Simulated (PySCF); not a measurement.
Ta(S)(F)(OH)2 (FH2O2STa), SMILES [OH][Ta]([OH])([F])=[S], multiplicity 1. Atoms are numbered in the order given.

```xyz
7

Ta     0.1634    -0.0103     0.0000
S     -2.0019    -0.0311     0.0000
F      0.8050    -1.7793     0.0000
O      0.7591     0.9110    -1.5317
H      0.3548     1.3444    -2.2889
O      0.7591     0.9110     1.5317
H      0.3548     1.3444     2.2889
```

Coordinates come from a PBE0-D3(BJ)/def2-SVP optimisation. The multiplicity is an assumed one; other spin states were not compared. The def2 effective core potentials stand for the cores of Ta; spin–orbit coupling is left out. One conformer was computed; it need not be the lowest.

The numbers are results of PBE0-D3(BJ)/def2-SVP run with PySCF 2.14.0, not measurements.

Frequencies are harmonic and unscaled.

```csv
mode,ν (cm⁻¹),IR (km/mol),moving atoms (share of kinetic energy)
1,162,8.1,"F 36 %, O 21 %, Ta 17 %, S 16 %, H 10 %"
2,165,3.5,"O 27 %, S 26 %, F 17 %, Ta 15 %, H 15 %"
3,185,1.2,"O 50 %, F 19 %, S 18 %, H 13 %"
4,189,0.1,"F 51 %, O 29 %"
5,204,4.3,"O 74 %, H 14 %"
6,351,224.1,"H 82 %, O 16 %"
7,355,56.0,"H 85 %, O 14 %"
8,466,139.4,"H 74 %, O 25 %"
9,482,244.8,"H 78 %, O 20 %"
10,549,78.4,"S 82 %, Ta 17 %"
11,690,120.7,"F 89 %, Ta 10 %"
12,745,119.0,"O 76 %, Ta 13 %, H 11 %"
13,749,73.4,"O 85 %, H 9 %"
14,3942,446.1,H 94 %
15,3947,139.2,H 94 %
```
